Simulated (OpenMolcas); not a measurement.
# Si5H10 (SMILES [SiH2]1[SiH2][SiH2][SiH2][SiH2]1): methods side by side

Si5H10: 15 atoms, total charge 0, spin state singlet. As SMILES, `[SiH2]1[SiH2][SiH2][SiH2][SiH2]1`. The shape is that of a PBE0-D4/def2-TZVP optimisation. This is one conformer, not always the lowest.

Each level gives the electronic atomisation energy (eV). The values are calculated. Electronic energies at fixed atoms, without zero-point motion or spin-orbit coupling.

```tsv
level	kind	program	value (eV)	CPU time (all runs)
SVWN5/6-31G* (spherical functions)	LDA	OpenMolcas	50.17	91 s
BLYP/6-31G* (spherical functions)	GGA	OpenMolcas	43.53	1.7 min
PBE/6-31G* (spherical functions)	GGA	OpenMolcas	?	1.7 min
revPBE/6-31G* (spherical functions)	GGA	OpenMolcas	?	1.7 min
M06-L/6-31G* (spherical functions)	meta-GGA	OpenMolcas	46.03	2 min
TPSS/6-31G* (spherical functions)	meta-GGA	OpenMolcas	46.31	2.1 min
B3LYP/6-31G* (spherical functions)	global hybrid	OpenMolcas	44.42	1.8 min
BHLYP/6-31G* (spherical functions)	global hybrid	OpenMolcas	44.22	98 s
```

(1) Estimate the missing values from the other rows.

## Answers

(1) As computed at these levels: PBE/6-31G* (spherical functions): 44.66 eV; revPBE/6-31G* (spherical functions): 43.47 eV. The values span 43.47 to 50.17 eV. CPU times are rough (shared hosts, several kinds of processor): they show what a rung costs within a factor of a few.
